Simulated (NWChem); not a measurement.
C$_{2}$H$_{6}$O$_{2}$Si; SMILES O=C[SiH2]CO

```xyz
11

O     -0.9579     2.0849     0.2351
C      0.2059     1.8425     0.0221
Si     0.8311     0.0126    -0.0425
C     -0.6825    -1.1303    -0.0963
O     -0.3440    -2.4941     0.0387
H      0.9328     2.6903    -0.1313
H      1.7429    -0.1718    -1.2123
H      1.6260    -0.2421     1.2031
H     -1.4298    -0.7888     0.6467
H     -1.1726    -1.0118    -1.0767
H     -0.0174    -2.6361     0.9332
```
Atoms are numbered in this order, from 1.

Program: NWChem. Coordinates come from a PBE0/def2-SVP optimisation. Isolated, static molecule.

GIAO at PBE/pcSseg-1: principal shieldings of O5 are 270.6, 298.4, 428.0 ppm; an isolated water molecule has σ = 334.6 ppm at the same levels.

Problem. Find the isotropic 17O shift, its principal values, the span and the skew.

Solution. 
1. σ(iso) = one third of the sum = 332.3 ppm.
2. δ = σ(reference) − σ = 2.3 ppm against water.
3. δ11, δ22, δ33 = 64.0, 36.2, -93.4 ppm.
4. Span Ω = δ11 − δ33 = 157.4 ppm; skew κ = 3(δ22 − δ(iso))/Ω = 0.65.
